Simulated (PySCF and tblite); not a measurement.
4 constitutional isomers of C₇H₈:

| isomer | SMILES |
| --- | --- |
| A | [CH3:1][c:2]1[cH:3][cH:4][cH:5][cH:6][cH:7]1 |
| B | [CH2:1]=[CH:2][C:3]([CH3:4])=[C:5]1[CH:6]=[CH:7]1 |
| C | [CH3:1][CH:2]=[C:3]1[CH:4]=[CH:5][CH:6]=[CH:7]1 |
| D | [CH2:1]=[C:2]1[CH:3]=[CH:4][CH:5]=[C:6]1[CH3:7] |

Computed spectrum of one of them (conformer average at 298.15 K; GFN1-xTB geometries, energies OLYP/pcSseg-1 (D3(BJ) added where defined), GIAO shieldings OLYP/pcSseg-1; references on GFN2-xTB geometries), in ppm: ¹H (against TMS): 6.44 (1H), 6.28 (1H), 6.10 (1H), 6.06 (1H), 5.94 (1H), 2.29 (3H). ¹³C (against TMS): 155.0 (1C), 133.9 (1C), 133.6 (1C), 131.7 (1C), 123.5 (1C), 121.3 (1C), 16.3 (1C). Of the H, only those on carbon are given.

Question: Which isomer is it?

Answer: D. Signals are matched in order of shift, without assignment. After a straight-line scaling (slope 0.85 to 1.15) of computed carbon shifts, the largest errors are A 10.3 ppm (at 155.0), B 22.1 ppm (at 121.3), C 13.1 ppm (at 133.9), D 1.7 ppm (at 121.3). Assigned: ¹H (against TMS): 6.44 (H4, 1H), 6.28 (H5, 1H), 6.10 (H1a, 1H), 6.06 (H3, 1H), 5.94 (H1b, 1H), 2.29 (H7, 3H). ¹³C (against TMS): 155.0 (C2), 133.9 (C4), 133.6 (C6), 131.7 (C5), 123.5 (C3), 121.3 (C1), 16.3 (C7). For comparison, at another level (GFN2-xTB geometries, energies PBE0/def2-SVP (IEF-PCM, chloroform) (D3(BJ) added where defined), GIAO shieldings WP04/pcSseg-1 (IEF-PCM, chloroform)) the isomers give: A: ¹H (against TMS): 7.34 (H4/H6, 2H), 7.29 (H3/H7, 2H), 7.22 (H5, 1H), 2.47 (H1, 3H). ¹³C (against TMS): 145.5 (C2), 134.4 (C3/C7), 133.8 (C4/C6), 130.9 (C5), 24.9 (C1). B: ¹H (against TMS): 8.35 (H7, 1H), 8.25 (H6, 1H), 6.45 (H2, 1H), 4.57 (H1a, 1H), 4.49 (H1b, 1H), 1.87 (H4, 3H). ¹³C (against TMS): 145.2 (C2), 143.9 (C7), 141.9 (C6), 125.2 (C5), 104.3 (C1), 94.4 (C3), 19.7 (C4). C: ¹H (against TMS): 6.66 (H2, 1H), 6.49 (H7, 1H), 6.48 (H6, 1H), 6.37 (H5, 1H), 6.07 (H4, 1H), 2.32 (H1, 3H). ¹³C (against TMS): 152.9 (C2), 152.7 (C3), 138.8 (C6), 136.3 (C5), 130.5 (C4), 123.8 (C7), 22.4 (C1). D: ¹H (against TMS): 6.28 (H4, 1H), 6.09 (H5, 1H), 6.09 (H1a, 1H), 5.96 (H3, 1H), 5.96 (H1b, 1H), 2.21 (H7, 3H). ¹³C (against TMS): 160.5 (C2), 141.5 (C6), 139.6 (C4), 136.3 (C5), 129.4 (C1), 128.6 (C3), 16.7 (C7).

Shifts are unscaled: against experiment ¹³C can be off by 15 ppm or more and ¹H by 0.8 ppm. At least one structure keeps an imaginary mode at the tight-binding level.
